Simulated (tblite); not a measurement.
A tight-binding relaxation on `CB(CB(F)F)N=C(C)C`.

Computed with GFN2-xTB geometry optimisation, gas phase (tblite 0.8.0). Start geometry: from a force field or distance geometry. The input is one job of a driver script: a line of settings, then coordinates in Å.

Command:
```bash
OMP_NUM_THREADS=1 python probes_run.py task.json out
```

Input:
```
{"job": {"kind": "relax", "xc": "GFN2-xTB", "basis": "xTB"}, "charge": 0, "multiplicity": 1}
C     -1.500200    -1.823600    -0.939500
B     -0.669800    -0.854700     0.022800
C     -1.401100    -0.483100     1.400000
B     -2.229600     0.852200     0.998900
F     -2.149600     2.047900     1.788500
F     -3.159400     0.710300    -0.110000
N      0.091400     0.328900    -0.562000
C      1.319000     0.561700    -0.391500
C      1.881600     1.783900    -1.064900
C      2.257400    -0.262500     0.396600
H     -2.520300    -1.999700    -0.507900
H     -1.001300    -2.788900    -1.017100
H     -1.704800    -1.323200    -1.902600
H     -2.135600    -1.275200     1.590900
H     -0.709600    -0.287400     2.215700
H      2.335100     2.465900    -0.314000
H      1.067600     2.321700    -1.603400
H      2.675700     1.397000    -1.730600
H      2.117800    -0.074500     1.482200
H      3.320300     0.042700     0.129900
H      2.106400    -1.322500     0.117800
```

Output:
```
step      E/eV     max force
  0    -849.67954    3.676
  1    -850.42749    2.547
  2    -850.83973    2.849
  3    -850.99188    1.364
  4    -851.04362    1.133
  5    -851.08078    0.648
  6    -851.10950    0.423
  7    -851.15056    0.453
  8    -851.17153    0.468
  9    -851.19225    0.311
... (158 lines left out)
168    -851.52741    0.012
169    -851.52742    0.010
170    -851.52744    0.011
171    -851.52746    0.013
172    -851.52747    0.014
173    -851.52749    0.013
174    -851.52751    0.011
175    -851.52754    0.013
176    -851.52757    0.011
177    -851.52759    0.008
```

«max force» is the largest atomic force in eV/Å.

Problem. From which step on does the largest force stay under 0.1 eV/Å, and how much energy is left to gain from there?

Solution. From step 120 (0.081 eV/Å), 5.5 meV above the end.

Main results: energy lowered by 42.6 kcal/mol over 177 steps; largest atomic force 0.008 eV/Å at the end.

Problem. Give the final coordinates.

Solution. 0.631 Å rms from the input after alignment:
```
atom  x, y, z in Å
C1    -1.4391   -1.7135   -1.0900
B2    -0.8430   -0.7553    0.0316
C3    -1.7247   -0.4187    1.3534
B4    -2.4932    0.9001    1.0605
F5    -1.9923    2.1059    1.2986
F6    -3.6811    0.9492    0.4735
N7     0.3739   -0.2038   -0.0907
C8     1.4808    0.3539   -0.2146
C9     1.6240    1.6895   -0.8841
C10    2.7465   -0.2740    0.2931
H11   -2.4291   -1.3765   -1.3877
H12   -1.5516   -2.7280   -0.7127
H13   -0.8175   -1.7612   -1.9803
H14   -2.4053   -1.2446    1.5421
H15   -1.0607   -0.3030    2.2067
H16    2.1795    2.3709   -0.2431
H17    0.6465    2.1116   -1.0995
H18    2.1788    1.5773   -1.8148
H19    3.1739    0.3466    1.0790
H20    3.4762   -0.3435   -0.5113
H21    2.5485   -1.2658    0.6897
```

Time: 2.3 s. Hardware: one thread, Arm Neoverse N1 (aarch64), no GPU (shared host).
Labels such as C1 count atoms from 1, the log's own numbers from 0.
